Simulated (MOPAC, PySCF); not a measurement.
C₃H₅N, SMILES `C=C=CN`, neutral singlet in the gas phase. 

Cartesian coordinates (Å):
SMILES: C=C=CN
```xyz
9

C      1.8603    -0.0916    -0.2717
C      0.6184     0.1980    -0.0071
C     -0.6289     0.5153     0.2228
N     -1.7603    -0.2565    -0.0964
H      2.5084    -0.5637     0.4617
H      2.3065     0.1267    -1.2385
H     -0.8576     1.4909     0.6404
H     -1.5454    -1.2206    -0.3079
H     -2.4944    -0.1960     0.5947
```
Charge 0, multiplicity 1.

All levels are single points at this geometry (B3LYP-D3(BJ)/def2-TZVP); Pople sets use spherical d functions. Orbital energies aren't observables, and empty levels follow the basis.

```tsv
level	HOMO (eV)	LUMO (eV)	gap (eV)	dipole (D)	vertical IE, Delta-SCF (eV)
B3LYP-D3(BJ)/def2-TZVP in PySCF	-5.83	-0.16	5.67	1.38	8.21
PBE-D3(BJ)/def2-TZVP in PySCF	-4.84	-0.87	3.97	1.43	8.10
B3LYP/3-21G in PySCF	-5.25	0.62	5.87	1.69	–
B3LYP/6-31G* in PySCF	-5.44	0.49	5.93	1.51	7.96
M06-2X/6-31G* in PySCF	-6.93	1.60	8.53	1.47	–
HF/6-31G* in PySCF	-8.54	4.66	13.20	1.46	–
HF/STO-3G in PySCF	-6.77	8.67	15.43	1.38	–
AM1 in MOPAC	-8.79	1.27	10.06	1.44	–
PM7 in MOPAC	-8.78	0.90	9.68	1.68	–
```
